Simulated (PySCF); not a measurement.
F2H3N2Nb, SMILES [NH]=[Nb]([NH2])([F])[F], multiplicity 1.

Geometry: PBE0-D3(BJ)/def2-SVP. The multiplicity is an assumed one; other spin states were not compared. The def2 effective core potentials stand for the cores of Nb; spin–orbit coupling is left out. The values are those of a single conformer.

These are TDDFT-PBE/def2-SVPD in PySCF values and carry that method's errors.

Vertical excitations. Gas-phase values at a fixed geometry. State labels are in the subgroup Cs.

| state | symmetry | energy (eV) | λ (nm) | f | main pairs |
|---|---|---|---|---|---|
| S1 | A" | 4.78 | 259 | 0.004 | HOMO→LUMO 99 % |
| S2 | A" | 5.04 | 246 | 0.002 | HOMO−1→LUMO 97 % |
| S3 | A' | 5.30 | 234 | 0.000 | HOMO→LUMO+1 51 %, HOMO−2→LUMO 40 %, HOMO−1→LUMO+1 8 % |
| S4 | A" | 5.55 | 223 | 0.000 | HOMO−2→LUMO+1 94 % |
| S5 | A' | 5.55 | 223 | 0.032 | HOMO−2→LUMO 46 %, HOMO→LUMO+1 33 %, HOMO−2→LUMO+4 7 % |
| S6 | A" | 5.95 | 208 | 0.011 | HOMO→LUMO+2 72 %, HOMO−1→LUMO+2 25 % |
| S7 | A" | 6.03 | 206 | 0.023 | HOMO→LUMO+3 93 % |
| S8 | A" | 6.12 | 203 | 0.002 | HOMO−1→LUMO+2 68 %, HOMO→LUMO+2 24 % |
| S9 | A' | 6.13 | 202 | 0.053 | HOMO−1→LUMO+1 67 %, HOMO→LUMO+5 11 % |
| S10 | A" | 6.29 | 197 | 0.018 | HOMO−1→LUMO+3 85 % |
| T1 | A' | 4.50 | 276 | 0 | HOMO−2→LUMO 83 % |
| T2 | A" | 4.54 | 273 | 0 | HOMO→LUMO 91 % |
| T3 | A' | 4.78 | 259 | 0 | HOMO→LUMO+1 77 %, HOMO−1→LUMO+1 21 % |
| T4 | A" | 4.80 | 258 | 0 | HOMO−1→LUMO 89 % |
Triplets are in the Tamm–Dancoff approximation, which puts them higher than full response would, so one can lie above its singlet here.
